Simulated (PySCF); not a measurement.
**Nonlinear optical response: `InChI=1S/C7H11BN2/c1-6-4-10-7(5-9-6)8(2)3/h4-5H,1-3H3`**

Geometry:
```tsv
atom	x (Å)	y (Å)	z (Å)
C1	-2.846	-0.960	-0.143
B2	-1.879	0.244	0.151
C3	-2.446	1.651	0.534
C4	-0.311	0.068	0.056
C5	0.318	-1.179	-0.072
N6	1.638	-1.335	-0.151
C7	2.383	-0.233	-0.108
C8	3.869	-0.371	-0.210
C9	1.768	1.028	0.024
N10	0.461	1.177	0.105
H11	-2.441	-1.964	0.049
H12	-3.062	-0.915	-1.229
H13	-3.819	-0.860	0.363
H14	-3.447	1.854	0.125
H15	-1.751	2.472	0.306
H16	-2.562	1.638	1.636
H17	-0.278	-2.097	-0.108
H18	4.235	0.044	-1.163
H19	4.141	-1.433	-0.165
H20	4.379	0.172	0.600
H21	2.382	1.936	0.064
```

Method used: quadratic response CAM-B3LYP/aug-cc-pVDZ first hyperpolarisability, Taylor convention, gas phase in PySCF 2.14.0. Geometry: PBE0-D3(BJ)/def2-SVP.

Q: What is the first hyperpolarisability, and how does it disperse?

A: In au, Taylor convention; the vector part is βᵢ = ⅓ Σⱼ (βᵢⱼⱼ + βⱼᵢⱼ + βⱼⱼᵢ); β∥ is 3/5 of the vector part along the dipole, the dipole points from − to +:
```tsv
process	λ (nm)	β vector norm	β∥	β HRS	depolarisation ratio
static β(0;0,0)	∞	503.1	300.4	221.0	4.19
second harmonic β(−2ω;ω,ω)	1907	545.0	325.3	238.8	4.22
Pockels β(−ω;ω,0)	1907	516.5	308.3	–	–
second harmonic β(−2ω;ω,ω)	1064	660.7	394.1	287.9	4.30
Pockels β(−ω;ω,0)	1064	548.1	327.2	–	–
```

Q: Which lowest excitations, dipole and polarisabilities go with it?

A: S1 3.74 eV (f = 0.002); S2 4.33 eV (f = 0.001); S3 5.10 eV (f = 0.281); dipole 0.85 D; isotropic α 114.6 au static, 115.1 au at 1907 nm, 116.1 au at 1064 nm, 116.5 au at 953.5 nm, 121.2 au at 532 nm.
